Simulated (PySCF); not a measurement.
## Stretching HgS

Set-up: PySCF, scalar-relativistic core potentials, basis sets Hg cc-pVDZ-PP with ECP60, S cc-pV(D+d)Z. Energies in eV from Hg + S in their ground configurations at the same level. State: ³Π (triplet), unpaired electrons σ ↑, π ↑.

All columns are PBE0. A positive dipole means Hg(−)S(+).

```
R (Å)  E (eV)  μ (D)  Mulliken charge on Hg (basis-dependent)  HOMO (eV)  LUMO (eV)  Mayer bond order  ⟨S²⟩
2.200  -0.006  -0.88                                     0.21      -6.18      -4.51              1.15  2.01
2.302  -0.255  -1.11                                     0.20      -6.35      -4.38              1.04  2.01
2.405  -0.373  -1.29                                     0.18      -6.51      -4.26              0.95  2.01
2.481  -0.407  -1.40                                     0.16      -6.63      -4.19              0.88  2.01
2.558  -0.412  -1.47                                     0.15      -6.75      -4.12              0.81  2.01
2.635  -0.397  -1.51                                     0.14      -6.86      -4.07              0.75  2.01
2.737  -0.363  -1.50                                     0.12      -6.84      -4.03              0.65  2.01
2.865  -0.309  -1.43                                     0.10      -6.84      -4.07              0.54  2.01
3.018  -0.245  -1.27                                     0.08      -6.87      -4.13              0.42  2.01
3.223  -0.172  -1.00                                     0.05      -6.94      -4.19              0.29  2.01
```

A fit through these points gives, at Re = 2.534 Å, μ = -1.45 D and dμ/dR = -0.844 D/Å; the reduced mass is 27.6 u.

**Question.** How strong is the fundamental in the double-harmonic approximation, I = 42.26·(dμ/dR)²/μred km/mol?

**Answer.** I = 42.26·(-0.844)²/27.6 = 1.09 km/mol at PBE0.

These are scalar-relativistic numbers at best; spin–orbit coupling would shift them, the dissociation energy most. The state was picked by a PBE0 search and need not be the measured ground state.
